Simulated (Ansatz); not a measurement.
Ideal-gas functions of BH4NSn (`[BH]1[NH][SnH2]1`) at 500 K and 1 bar, from an Ansatz frequency run at PBE0-D4/def2-TZVP.

Molar mass 147.56 g/mol, point group Cs (symmetry number 1), electronic degeneracy 1, moments of inertia 20.535, 108.67, 121.631 u Å². Harmonic wavenumbers (cm⁻¹, unscaled): 298, 319, 456, 471, 541, 547, 729, 778, 802, 904, 1469, 1889, 1893, 2708, 3617.

Use S(trans) = R[1.5 ln M + 2.5 ln T − 1.1517]; rotational temperatures θ = 24.2544 K / I; S(rot) = R[ln(√π/σ · √(T³/θAθBθC)) + 1.5]; for each mode x = 1.438777 ν̃/T, S = R[x/(eˣ − 1) − ln(1 − e⁻ˣ)] and H = RT x/(eˣ − 1); 1 cm⁻¹ = 0.0119627 kJ/mol; R = 8.31446 J/(mol·K).

Q: By hand: the entropy, in J/(mol·K).

A: Translation 181.9. Rotation: θ = 1.1811, 0.2232, 0.1994 K, giving 107.0. Vibration, mode by mode: 9.84, 9.31, 6.63, 6.40, 5.43, 5.35, 3.53, 3.16, 2.99, 2.37, 0.64, 0.23, 0.23, 0.03, 0.00, in all 56.1. Electronic 0.0. Sum 345.0 J/(mol·K).

Q: By hand: H − E and G − E in kJ/mol, counted from the electronic energy.

A: Zero-point energy ½ × 17421 × 0.0119627 = 104.2; thermal vibration 17.3; translation, rotation and pV give 4 RT = 16.6. H − E = 138.1 kJ/mol, and G − E = 138.1 − 500 × 345.0/1000 = -34.4 kJ/mol.

Vibration gives 16 % of the entropy.
